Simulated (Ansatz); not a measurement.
Breaking the Zn1–H2 bond in HIZn (SMILES [ZnH][I]) (multiplicity 1 held, fragments rigid). Energies count from the point at 1.531 Å.
Geometry at that point (charge 0, multiplicity 1):
| atom | x (Å) | y (Å) | z (Å) |
|---|---|---|---|
| Zn | 0.0000 | 0.0000 | -1.5252 |
| H | 0.0000 | 0.0000 | -3.0559 |
| I | 0.0000 | 0.0000 | 0.9210 |

Signs of static correlation in def2-TZVPP, with CASSCF(2,2), from Ansatz (an electronic-structure program) runs.

```json
[
 {"R (Å)": "1.225", "T1 of restricted CCSD": "0.015", "⟨S²⟩ of UHF": "0.000", "largest double amplitude of restricted CCSD": "0.035", "weight of the CASSCF reference in MRCISD": "0.906", "CASSCF natural occupations": "1.98 0.02"},
 {"R (Å)": "1.378", "T1 of restricted CCSD": "0.015", "⟨S²⟩ of UHF": "0.000", "largest double amplitude of restricted CCSD": "0.031", "weight of the CASSCF reference in MRCISD": "0.907", "CASSCF natural occupations": "1.98 0.02"},
 {"R (Å)": "1.531", "T1 of restricted CCSD": "0.015", "⟨S²⟩ of UHF": "0.000", "largest double amplitude of restricted CCSD": "0.034", "weight of the CASSCF reference in MRCISD": "0.907", "CASSCF natural occupations": "1.97 0.03"},
 {"R (Å)": "1.684", "T1 of restricted CCSD": "0.015", "⟨S²⟩ of UHF": "0.000", "largest double amplitude of restricted CCSD": "0.046", "weight of the CASSCF reference in MRCISD": "0.908", "CASSCF natural occupations": "1.96 0.04"},
 {"R (Å)": "1.837", "T1 of restricted CCSD": "0.016", "⟨S²⟩ of UHF": "0.000", "largest double amplitude of restricted CCSD": "0.064", "weight of the CASSCF reference in MRCISD": "0.908", "CASSCF natural occupations": "1.95 0.05"},
 {"R (Å)": "2.067", "T1 of restricted CCSD": "0.018", "⟨S²⟩ of UHF": "0.000", "largest double amplitude of restricted CCSD": "0.100", "weight of the CASSCF reference in MRCISD": "0.908", "CASSCF natural occupations": "1.92 0.08"},
 {"R (Å)": "2.296", "T1 of restricted CCSD": "0.020", "⟨S²⟩ of UHF": "0.257", "largest double amplitude of restricted CCSD": "0.146", "weight of the CASSCF reference in MRCISD": "0.909", "CASSCF natural occupations": "1.88 0.12"},
 {"R (Å)": "2.679", "T1 of restricted CCSD": "0.027", "⟨S²⟩ of UHF": "___", "largest double amplitude of restricted CCSD": "0.247", "weight of the CASSCF reference in MRCISD": "0.910", "CASSCF natural occupations": "1.78 0.22"},
 {"R (Å)": "3.062", "T1 of restricted CCSD": "0.039", "⟨S²⟩ of UHF": "0.886", "largest double amplitude of restricted CCSD": "0.375", "weight of the CASSCF reference in MRCISD": "0.910", "CASSCF natural occupations": "1.62 0.38"},
 {"R (Å)": "3.521", "T1 of restricted CCSD": "0.054", "⟨S²⟩ of UHF": "0.966", "largest double amplitude of restricted CCSD": "0.548", "weight of the CASSCF reference in MRCISD": "0.910", "CASSCF natural occupations": "1.41 0.59"},
 {"R (Å)": "4.133", "T1 of restricted CCSD": "0.070", "⟨S²⟩ of UHF": "0.997", "largest double amplitude of restricted CCSD": "___", "weight of the CASSCF reference in MRCISD": "0.910", "CASSCF natural occupations": "1.21 0.79"},
 {"R (Å)": "4.898", "T1 of restricted CCSD": "0.078", "⟨S²⟩ of UHF": "1.005", "largest double amplitude of restricted CCSD": "0.896", "weight of the CASSCF reference in MRCISD": "0.910", "CASSCF natural occupations": "1.08 0.92"}
]
```

Problem. Some entries are withheld; supply them.

Solution. 
- 2.679, ⟨S²⟩ of UHF: 0.706
- 4.133, largest double amplitude of restricted CCSD: 0.750

Doubts at one or more of the structures used: a restricted determinant that unrestricted orbitals would lower (R-CCSD(T)/def2-TZVPP); other coupled-cluster roots lie near (R-CCSD(T)/def2-TZVPP); T1 above 0.05 (R-CCSD(T)/def2-TZVPP, U-CCSD(T)/def2-TZVPP); a spin-contaminated determinant (U-CCSD(T)/def2-TZVPP).
